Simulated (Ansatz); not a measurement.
Geometry optimisation, RKS PBE-D4/def2-SVP (Ansatz 0.2.0).

Input:

```yaml
crystal:
  periodic: [false, false, false]
  atoms:
    - { symbol: C, position_ang: [-0.7811, 1.7078, 0.2696] }
    - { symbol: O, position_ang: [-1.4568, 0.5242, 0.5482] }
    - { symbol: Si, position_ang: [-0.2677, -0.6275, 0.9563] }
    - { symbol: Sn, position_ang: [1.0223, -1.4076, -1.1086] }
    - { symbol: H, position_ang: [-0.2951, 2.153, 1.1291] }
    - { symbol: H, position_ang: [-0.1402, 1.6806, -0.6132] }
    - { symbol: H, position_ang: [-1.5866, 2.4892, -0.0154] }
    - { symbol: H, position_ang: [-0.8332, -1.7663, 1.6143] }
    - { symbol: H, position_ang: [0.7424, -0.0224, 1.9456] }
    - { symbol: H, position_ang: [1.7229, -0.0526, -1.8604] }
    - { symbol: H, position_ang: [-0.2257, -2.1337, -2.1783] }
    - { symbol: H, position_ang: [2.1758, -2.6001, -0.6532] }
basis:
  gaussian: { orbitals: def2-SVP }
hamiltonian:
  xc: pbe
  dispersion: d4
relax:
  f_tol: 0.015
  max_steps: 40
output:
  orbitals: {}
```

Run as:

```bash
$ ansatz run input.yaml --threads 2 --pin off --max-ram 3072MiB --backend cpu --events-out ev --progress --plain --runs-dir out
```

Where does it end, and by what steps?

The forces met the threshold. The force dipped under the threshold on the way, but the program's further checks kept it going. After 10 steps the energy has fallen by 0.402 eV; H5 moved furthest, 0.33 Å.

```
step  energy less start (eV)  largest force component (eV/Å)  accepted
   0                  0.0000                           2.644       yes
   1                 -0.2868                           0.896       yes
   2                 -0.3482                           0.515       yes
   3                 -0.3763                           0.497       yes
   4                 -0.3975                           0.254       yes
   5                 -0.4008                           0.082       yes
   6                 -0.4018                           0.016       yes
   7                 -0.4020                           0.007       yes
   8                 -0.4021                           0.018       yes
   9                 -0.4018                           0.030        no
  10                 -0.4022                           0.009       yes
```

```xyz
12
Properties=species:S:1:pos:R:3
C -0.880 1.837 0.229
O -1.286 0.583 0.741
Si -0.208 -0.673 1.056
Sn 1.026 -1.444 -1.098
H -0.164 2.359 0.908
H -0.396 1.750 -0.773
H -1.778 2.479 0.120
H -1.045 -1.786 1.614
H 0.818 -0.257 2.088
H 1.882 -0.142 -1.854
H -0.078 -2.085 -2.265
H 2.185 -2.676 -0.732
```

The run took 17 s on 2 threads of AMD EPYC 9R14 (Zen 4), with other jobs on the host, peak memory 0.19 GiB.
